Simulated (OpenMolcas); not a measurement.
An atom or ion with 4 electrons was computed by SS-RASPT2, IPEA 0.25 Eh, imaginary shift 0.1 Eh with spin-orbit coupling (OpenMolcas, ANO-RCC-VQZP, DKH2). The lowest levels that the run gave, each within 12 % of the measured value where one is at hand:

```tsv
J	Parity	E (cm⁻¹)	g
0	even	0.0	
0	odd	21832	
1	odd	21833	1.501
2	odd	21835	1.501
1	odd	43597	1.000
0	even	59856	
1	even	59857	1.501
2	even	59859	1.501
2	even	60321	1.000
```

Question: Which ion is it, and what are the configurations and terms?

Answer: neutral beryllium (Z = 4, neutral; active space 2 electrons in 9 orbitals (RAS2 2s 2p; RAS3 3d, at most 2 electrons)). J, parity and g give the terms where levels are pure, and mixed ones are named by the computed weights; the size of the splittings, set against known spectra of the 4-electron sequence, gives the charge. In order, with the measured energies in cm⁻¹ (NIST Handbook of Basic Atomic Spectroscopic Data): 2s² ¹S₀, 2s 2p ³P°₀ (21978), 2s 2p ³P°₁ (21979), 2s 2p ³P°₂ (21981), 2s 2p ¹P°₁ (42565), 2p² ³P₀ (59694), 2p² ³P₁ (59695), 2p² ³P₂ (59697), 2p² ¹D₂ (56882).

Active for correlation alone: 3d; no level in the range computed is led by a configuration that fills it, so any true level of that kind is missing. Measured partners are found by configuration, term and J. A level has none where our copy of the source lacks it or the pairing is in doubt (some pairs that miss far off the trend of their configuration count as doubtful), and it then counts in no deviation. Only configurations of the active space appear.

° marks odd parity.
